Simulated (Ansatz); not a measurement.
Calculated with Ansatz (gas phase, PBE0-D4/def2-TZVP geometries, no zero-point term in ΔE). CCSD(T)/CBS is the MP2 limit (def2-TZVPP, def2-QZVPP) plus CCSD(T) − MP2 in def2-TZVPP, frozen cores. Functionals use def2-TZVPP. For Mg outer-core shells are correlated without core-valence functions, which leaves a few kJ/mol of doubt a bond. One conformer a species, not always the lowest.

Consider the substitution at a C–C bond: `C[CH2][Mg][CH2]C` + `[SiH3]OBS` → `CSBO[SiH3]` + `C[CH2][Mg][CH3]`.

| species | B2PLYP energy (Eh) |
| --- | --- |
| `C[CH2][Mg][CH2]C` | -358.32717 |
| `[SiH3]OBS` | -790.61143 |
| `CSBO[SiH3]` | -829.89779 |
| `C[CH2][Mg][CH3]` | -319.04734 |

Task: Work out ΔE.

Result: ΔE = (-829.89779) + (-319.04734) − (-358.32717) − (-790.61143) = -0.00653 Eh = -0.18 eV. CCSD(T)/CBS gives -0.18 eV.

Largest T1 diagnostic among the species: 0.013.

Leaving LDA and LC-ωPBE aside and taking each functional with its dispersion term where it has one, the values, not all of them listed here, spread over 0.05 eV, from r2SCAN-D4 to CAM-B3LYP-D4. At CCSD(T), def2-SVP lies +0.15 eV from the extrapolated value and def2-TZVPP +0.03 eV.
